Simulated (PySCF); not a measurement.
Species: ethylbenzene, C₈H₁₀.
SMILES with atom numbers: `[CH3:1][CH2:2][c:3]1[cH:4][cH:5][cH:6][cH:7][cH:8]1` (hydrogens: H9, H10, H11 on C1; H12, H13 on C2; H14 on C4; H15 on C5; H16 on C6; H17 on C7; H18 on C8)

The geometry is computed with GFN2-xTB (gas phase).

**Question.** List the bond lengths, angles and torsions at this level.

**Answer.** 
| bond | length (pm) | order |
| --- | --- | --- |
| C1–C2 | 153.0 | single |
| C2–C3 | 150.2 | single |
| C3–C4, C3–C8 | 138.9 | aromatic |
| C4–C5, C7–C8 | 138.3 | aromatic |
| C5–C6, C6–C7 | 138.4 | aromatic |
| C1–H9, C1–H10, C1–H11 | 108.8 | single |
| C2–H12, C2–H13 | 109.2 | single |
| C4–H14, C8–H18 | 108.1 | single |
| C5–H15, C7–H17 | 108.1 | single |
| C6–H16 | 108.0 | single |

Bonds in one row agree within 1 pm and their mean is given. Orders are formal, as drawn. A selection of angles:
| angle | degrees |
| --- | --- |
| C2–C1–H9 | 110.5 |
| C2–C1–H10 | 110.3 |
| H9–C1–H10 | 108.7 |
| H10–C1–H11 | 108.3 |
| C1–C2–C3 | 110.4 |
| C1–C2–H12 | 109.2 |
| C3–C2–H12 | 109.9 |
| H12–C2–H13 | 108.2 |
| C2–C3–C4 | 120.6 |
| C4–C3–C8 | 118.7 |
| C3–C4–C5 | 120.7 |
| C3–C4–H14 | 119.4 |
| C5–C4–H14 | 119.8 |
| C4–C5–C6 | 120.1 |
| C4–C5–H15 | 119.9 |
| C6–C5–H15 | 120.0 |
| C5–C6–C7 | 119.7 |
| C5–C6–H16 | 120.1 |

Dihedral angles: C1–C2–C3–C4 -89° (synclinal).

The 8 C–C bonds span 1.383 Å (C4–C5, aromatic) to 1.530 Å (C1–C2, drawn single), a spread of 0.147 Å. Of the pairs four or more bonds apart, H12···H14 is among the closest relative to their van der Waals radii: 2.45 Å, 102 % of the sum of Bondi's values. The 6-membered ring C3–C4–C5–C6–C7–C8 has internal angles of 118.7° to 120.7°; it is planar, 0.00 Å rms from its mean plane, widest ring torsion 0°.

Point group: Cs (every atom within 0.08 Å of its image). Not checked by GFN2-xTB frequencies. One conformer, not necessarily the lowest.
